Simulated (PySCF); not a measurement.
Vertical excitations of a molecule C4H6Si from TDA-PBE/def2-SVPD (PySCF 2.14.0), as energy in eV (oscillator strength): 5.28 (0.002), 5.36 (0.016), 5.94 (0.000), 5.99 (0.011), 6.08 (0.015), 6.19 (0.001), 6.26 (0.001), 6.51 (0.003), 6.95 (0.063), 7.07 (0.066). Lowest triplet (TDA): 4.29 eV. Geometry optimised at r2SCAN-D4/def2-SVP. Other conformers were not sampled.

### Question
Identify the compound among the candidates.
A) C#C[SiH2]C=C
B) C1=C[SiH2]C=C1
C) C=CC#C[SiH3]
D) C#C/C=C/[SiH3]

### Answer
A, C#C[SiH2]C=C
